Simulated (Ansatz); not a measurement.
Consider the ligand exchange at the Si–O bond: `O[SiH](O)[O][GeH3]` + `N[SiH](Cl)Cl` → `O[SiH](O)N[SiH](Cl)Cl` + `[OH][GeH3]`.

Computed with Ansatz on PBE0-D4/def2-TZVP structures; ΔE is electronic, products minus reactants. CCSD(T)/CBS adds triple-zeta CCSD(T) − MP2 to the extrapolated MP2 energy (def2 sets, frozen cores). Functionals use def2-TZVPP. For Ge outer-core shells are correlated without core-valence functions, which leaves a few kJ/mol of doubt a bond. Scalar relativity is left out up to krypton. Each species was taken in one conformer, which may not be the lowest.

`O[SiH](O)[O][GeH3]`:

Z-matrix (Å, degrees):
```
Si
O 1 1.637
O 1 1.627 2 107.4
O 1 1.634 2 108.4 3 123.0
H 1 1.476 2 112.6 3 -121.2
H 2 0.958 1 116.4 3 24.0
Ge 3 1.780 1 133.5 2 168.5
H 4 0.959 1 117.3 2 -37.6
H 7 1.537 3 108.8 1 40.2
H 7 1.536 3 108.0 1 -80.7
H 7 1.533 3 105.4 1 160.0
```

`N[SiH](Cl)Cl`:

```xyz
7

N     0.712    0.623   -0.586
Si   -0.314   -0.224    0.459
Cl   -2.166    0.624    0.322
Cl   -0.537   -2.222    0.031
H     0.403    0.883   -1.509
H     1.707    0.467   -0.553
H     0.196   -0.150    1.838
```

`O[SiH](O)N[SiH](Cl)Cl`:

Z-matrix (Å, degrees):
```
Si
O 1 1.638
N 1 1.726 2 115.2
O 1 1.633 2 106.2 3 114.7
H 1 1.479 2 109.3 3 -122.3
H 2 0.959 1 117.6 3 70.6
Si 3 1.694 1 129.2 2 -76.2
H 3 1.013 1 114.1 2 95.2
H 4 0.958 1 116.6 2 28.4
Cl 7 2.044 3 110.2 1 135.8
Cl 7 2.054 3 107.2 1 16.0
H 7 1.472 3 116.2 1 -103.1
```

`[OH][GeH3]`:

```xyz
6

O     1.075   -0.689   -0.502
Ge   -0.386    0.211   -0.019
H     1.655   -0.877    0.239
H    -1.159    0.406   -1.325
H     0.012    1.561    0.608
H    -1.197   -0.613    0.999
```

(1) Is it downhill or uphill in electronic energy at CCSD(T)/CBS, and by how much? (Estimate.)

(2) What do these levels give: PBE-D4, PBE0-D4, ωB97X-V, ωB97M-V, B2PLYP, r2SCAN, MP2/def2-TZVPP, MP2/def2-QZVPP, SCS-MP2/def2-QZVPP, HF/CBS(def2), MP2/CBS(def2), CCSD/CBS(def2)? (Best estimate.)

Largest T1 diagnostic among the species: 0.012.

## Answers

(1) The calculation gave: Uphill: ΔE = +56.3 kJ/mol.

(2) Computed: PBE-D4 50.0, PBE0-D4 52.2, ωB97X-V 56.6, ωB97M-V 55.6, B2PLYP 61.0, r2SCAN 57.3, MP2/def2-TZVPP 55.7, MP2/def2-QZVPP 55.7, SCS-MP2/def2-QZVPP 58.6, HF/CBS(def2) 72.5, MP2/CBS(def2) 55.2, CCSD/CBS(def2) 58.6 kJ/mol.

The D4 term adds −7.0 kJ/mol with B3LYP and −4.1 kJ/mol with PBE0; it sums over pairs of atoms, weighted by their polarisabilities, and B3LYP, whose exchange is more repulsive, gets the larger term. In def2-TZVPP, CCSD(T) changes the Hartree–Fock value by −14.8 kJ/mol (the triples alone add −2.3 kJ/mol) and MP2 by −15.9 kJ/mol.

B3LYP here is the variant with VWN-RPA as its local correlation; programs differ in this.
